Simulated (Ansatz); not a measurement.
`C[CH2][Mg][Br]` → `[MgH][Br]` + `C=C` at 700 K and 1 bar (β-hydride elimination).

Program: Ansatz. Geometries: PBE0-D4/def2-TZVP. ΔE: electronic, gas phase. CCSD(T)/CBS is the MP2 limit (def2-TZVPP, def2-QZVPP) plus CCSD(T) − MP2 in def2-TZVPP, frozen cores. This one scheme is used for every species. For Br, Mg outer-core shells are correlated without core-valence functions, which leaves a few kJ/mol of doubt a bond. Scalar relativity is left out up to krypton. One conformer a species, not always the lowest.

| species | CCSD(T)/CBS energy (Eh) | H − E (kJ/mol) | S (J/(mol·K)) |
| --- | --- | --- | --- |
| `C[CH2][Mg][Br]` | -2852.39929 | 236.0 | 442.6 |
| `[MgH][Br]` | -2773.87245 | 49.2 | 296.6 |
| `C=C` | -78.48111 | 168.9 | 268.4 |

H − E and S are ideal-gas, rigid-rotor, harmonic terms from PBE0-D4/def2-TZVP, for one conformer and one mirror image of each species. 1 Eh = 2625.50 kJ/mol, R = 8.31446 J/(mol·K).

Problem. By hand: ΔE, ΔH, ΔS and ΔG.

Solution. ΔE = (-2773.87245) + (-78.48111) − (-2852.39929) = 0.04573 Eh = 120.1 kJ/mol. Δ(H − E) = 49.2 + 168.9 − 236.0 = -17.9, so ΔH = 102.2 kJ/mol. ΔS = 296.6 + 268.4 − 442.6 = 122.4 J/(mol·K). ΔG = 102.2 − 700 × (122.4)/1000 = 16.5 kJ/mol.

Problem. By hand: the equilibrium constant, and the temperature at which ΔG would vanish if ΔH and ΔS stayed fixed.

Solution. log₁₀ K = −ΔG/(RT ln 10) = -1.2. ΔG = 0 at ΔH/ΔS = 835 K.

The number of gas molecules changes by +1, which sets the sign of ΔS. A doubt of 5 kJ/mol in ΔE shifts log₁₀ K by 0.4 here. Other conformers and mirror images would add mixing entropy, several J/(mol·K) or more a flexible species. These are equilibria of isolated gas molecules and say nothing of rates. Largest T1 diagnostic: 0.011 (customary marks: 0.02 for closed shells, 0.045 for open ones).
